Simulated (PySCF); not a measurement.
A PySCF script (with the pyscf-properties extension) for the NMR shieldings of SMILES C(C[Si@H](O[SiH2]C#C)[SiH2]C)#N, C5H11NOSi3, on a GFN2-xTB geometry:

```python
import basis_set_exchange as bse
import numpy as np
from pyscf import gto, dft
from pyscf.prop import nmr

atoms = """
C     3.743449   -2.087450    1.569295
C     3.382355   -1.494595    0.587625
Si    2.820319   -0.564272   -0.911519
O     1.503595    0.309174   -0.524620
Si    0.066694    0.519250    0.208166
C    -0.318464    2.375660   -0.156628
C    -1.594089    2.718053    0.371228
N    -2.629508    2.942241    0.807616
Si   -1.514575   -0.887555   -0.715723
C    -3.077800   -0.849697    0.357264
H     4.059350   -2.608030    2.428050
H     2.417699   -1.506547   -1.955572
H     3.809932    0.436208   -1.305017
H     0.342459    0.437046    1.651011
H    -0.322401    2.556055   -1.233334
H     0.438142    3.022160    0.290983
H    -1.042838   -2.280325   -0.823984
H    -1.886620   -0.500739   -2.091731
H    -3.438557    0.167217    0.487359
H    -3.879944   -1.430434   -0.087218
H    -2.888119   -1.256477    1.346860
"""
names = dict.fromkeys(["C", "Si", "O", "N", "H"], "pcSseg-1")
basis = {el: gto.basis.parse(bse.get_basis(n, elements=[el], fmt="nwchem")) for el, n in names.items()}
mol = gto.M(atom=atoms, basis=basis, charge=0, verbose=0)
mf = dft.RKS(mol, xc="PBE0")
mf.grids.level = 2
mf.grids.alignment = dft.numint.BLKSIZE   # the property module wants whole blocks of grid points
mf.conv_tol = 1e-9
mf.kernel()

calc = nmr.RKS(mf)   # GIAO
C = mf.mo_coeff
Co = C[:, mf.mo_occ > 0]
resp = mf.gen_response(singlet=True, hermi=2)
def vind(x):   # induced exchange potential for any number of trial vectors
    d = np.einsum("pi,xij,qj->xpq", C, 2 * x.reshape(-1, C.shape[1], Co.shape[1]), Co, optimize=True)
    return np.einsum("xpq,pi,qj->xij", resp(d - d.transpose(0, 2, 1)), C, Co, optimize=True).ravel()
mo1, _ = nmr.rhf.solve_mo1(calc, with_cphf=vind)
sigma = calc.kernel(mo1)
for i, s in enumerate(sigma):   # ppm
    w = np.linalg.eigvalsh((s + s.T) / 2)
    print("%2d %-2s iso %8.1f  s11 %8.1f  s22 %8.1f  s33 %8.1f" % (i, mol.atom_pure_symbol(i), w.mean(), *w))
```

Task: What are the results?

Result: 
```
 0 C  iso     82.9  s11     -0.3  s22      3.6  s33    245.4
 1 C  iso     98.8  s11     -0.3  s22      8.2  s33    288.4
 2 Si iso    403.0  s11    364.6  s22    391.4  s33    452.9
 3 O  iso    300.7  s11    232.6  s22    303.1  s33    366.3
 4 Si iso    360.7  s11    314.9  s22    362.0  s33    405.3
 5 C  iso    181.9  s11    165.2  s22    180.6  s33    199.8
 6 C  iso     65.0  s11    -49.9  s22    -46.2  s33    291.0
 7 N  iso    -28.4  s11   -202.4  s22   -186.6  s33    303.9
 8 Si iso    430.3  s11    402.8  s22    418.4  s33    469.6
 9 C  iso    196.4  s11    189.3  s22    196.9  s33    203.0
10 H  iso     29.6  s11     24.7  s22     24.9  s33     39.3
11 H  iso     26.6  s11     22.9  s22     25.5  s33     31.3
12 H  iso     26.6  s11     22.7  s22     25.2  s33     32.0
13 H  iso     26.0  s11     22.7  s22     25.8  s33     29.4
14 H  iso     29.8  s11     25.9  s22     28.5  s33     35.1
15 H  iso     29.5  s11     24.5  s22     28.3  s33     35.8
16 H  iso     27.6  s11     23.9  s22     26.3  s33     32.6
17 H  iso     27.6  s11     24.8  s22     25.8  s33     32.3
18 H  iso     31.1  s11     25.1  s22     29.6  s33     38.4
19 H  iso     31.3  s11     26.3  s22     27.8  s33     39.9
20 H  iso     31.6  s11     27.0  s22     29.1  s33     38.6
```

These numbers come from an equivalent density-fitted implementation of the same equations, which agrees with the script to about 0.01 ppm for H and up to a few tenths of a ppm for heavy atoms, so last digits may differ.

Task: Turn these shieldings into chemical shifts. Referencing at the same level of theory: 13C (σ = 186.93 ppm) and 29Si (σ = 349.16 ppm) and 1H (σ = 31.72 ppm) against TMS; H2O for 17O (σ = 336.08 ppm); 15N (σ = 267.73 ppm) against NH3.

Result: Averaging equivalent atoms: C 6: 122.0; C 0: 104.0; C 1: 88.1; C 5: 5.0; C 9: -9.5; Si 4: -11.5; Si 2: -53.8; Si 8: -81.1; O 3: 35.4; N 7: 296.1; H 13: 5.75; H 11: 5.13; H 12: 5.08; H 16: 4.11; H 17: 4.10; H 15: 2.20; H 10: 2.09; H 14: 1.90; H 18/19/20: 0.40 ppm. Experimental scales use liquid or dissolved standards, which lie at an offset from isolated NH3 (liquid NH3: subtract about 20 ppm) and H2O (liquid H2O: subtract about 36 ppm). Unscaled 15N shifts of sp2 nitrogen come out 20 to 40 ppm too high even then.

Size and cost of the density-fitted run: 246 basis functions, 100 s wall time on 1 thread of an Arm Neoverse N1, shared host; peak memory 1.1 GiB.
